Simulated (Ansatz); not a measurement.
`CO[SiH](Cl)[GeH3]` and `CO[SiH](C)[GeH3]` differ in one atom or group.

Ansatz, PBE0-D4/def2-TZVP geometries, multiplicity 1. Each molecule was computed in one conformer, which needn't be the lowest.

Scalar relativity is left out up to krypton.

```csv
property,`CO[SiH](Cl)[GeH3]`
LUMO energy (PBE0/def2-TZVPP) / eV,-0.13
HOMO–LUMO gap (PBE0/def2-TZVPP) / eV,7.61
HOMO energy (B3LYP/def2-TZVPP) / eV,-7.54
HOMO–LUMO gap (B3LYP/def2-TZVPP) / eV,7.24
size of the dipole moment (B3LYP/def2-TZVPP) / D,2.24
HOMO energy (PBE/def2-TZVPP) / eV,-6.50
```

Task: Give the same properties after the change, and the shifts. (An estimate is asked.)

Result: The calculation gave: 
```tsv
property	`CO[SiH](C)[GeH3]`	shift
LUMO energy (PBE0/def2-TZVPP) / eV	0.23	0.36
HOMO–LUMO gap (PBE0/def2-TZVPP) / eV	7.62	0.01
HOMO energy (B3LYP/def2-TZVPP) / eV	-7.21	0.33
HOMO–LUMO gap (B3LYP/def2-TZVPP) / eV	7.25	0.01
size of the dipole moment (B3LYP/def2-TZVPP) / D	0.67	-1.57
HOMO energy (PBE/def2-TZVPP) / eV	-6.16	0.34
```

Dipoles are sizes alone; their direction can turn.

B3LYP here is the variant with VWN-RPA as its local correlation; programs differ in this.
